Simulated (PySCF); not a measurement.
Species: 2-ethylbenzenethiol, C8H10S.
Cartesian coordinates in Å at the PBE0-D3(BJ)/def2-SVP level; atoms count from 1:
```xyz
19
C8H10S angstrom
C      2.4451    0.2060   -0.6401
C      1.6060   -0.3591    0.5045
C      0.1264   -0.2789    0.2413
C     -0.5578   -1.3724   -0.2979
C     -1.9179   -1.3195   -0.5906
C     -2.6244   -0.1453   -0.3411
C     -1.9695    0.9588    0.1950
C     -0.6014    0.9018    0.4860
S      0.2604    2.2900    1.1720
H      2.2663   -0.3548   -1.5702
H      3.5195    0.1499   -0.4080
H      2.1948    1.2604   -0.8315
H      1.8792   -1.4116    0.6801
H      1.8432    0.1782    1.4392
H      0.0019   -2.2930   -0.4868
H     -2.4244   -2.1923   -1.0082
H     -3.6928   -0.0837   -0.5607
H     -2.5287    1.8772    0.3907
H     -0.8166    3.0970    1.2559
```

Linear response at CAM-B3LYP/def2-SVPD (PySCF, frozen core in the response, non-relativistic).

Static isotropic polarisability: 114.44 au (16.96 Å³), principal values 76.9, 125.3, 141.1 au.

**Question.** What is the polarisability at 1064 nm and at the sodium D line?

**Answer.** 115.85 au at 1064 nm (+1.2 %), 119.32 au at 589.3 nm (+4.3 %). The rise at 589.3 nm is 3.46 times that at 1064 nm; a pure ω² law gives 3.26. The lowest singlet lies at 248 nm, shorter than both wavelengths.

**Question.** What is the isotropic C6 coefficient between two such molecules, C6 = (3/π)∫α(iω)² dω?

**Answer.** 4839 au (Eh·bohr⁶) by a ten-point quadrature over imaginary frequencies, which is 2890 eV·Å⁶ or 279 J·nm⁶/mol.

**Question.** Which effective excitation energy ω̄ makes London's formula C6 = (3/4)α²ω̄ exact here?

**Answer.** ω̄ = 4·C6/(3α²) = 0.493 Eh = 13.4 eV. A one-pole form α(ω) = α/(1 − ω²/ω̄²) fitted to the 1064 nm value gives 10.6 eV.

**Question.** The lowest 6 singlets have (eV, f): 5.00, 0.020; 5.27, 0.007; 5.47, 0.149; 5.87, 0.019; 6.36, 0.273; 6.52, 0.429. What share of the static polarisability do they carry in the sum over states α = Σ f/ω²?

**Answer.** 17.34 au, 15.2 % of α; the largest term, 7.47 au, is that of the state at 6.52 eV. Their oscillator strengths add up to 0.90. Higher states carry the rest.

**Question.** What three-body coefficient follows from the one-pole estimate C9 = (3/4)·α·C6?

**Answer.** 415000 au. This is an estimate from the two numbers above, not a computed integral.

**Question.** What molar refraction at the D line follows from R = (4π/3)·N_A·α′, with α′ the polarisability volume?

**Answer.** α′ = 17.68 Å³ gives R = 44.60 cm³/mol, for isolated, non-vibrating species.

One conformer stands for the species.
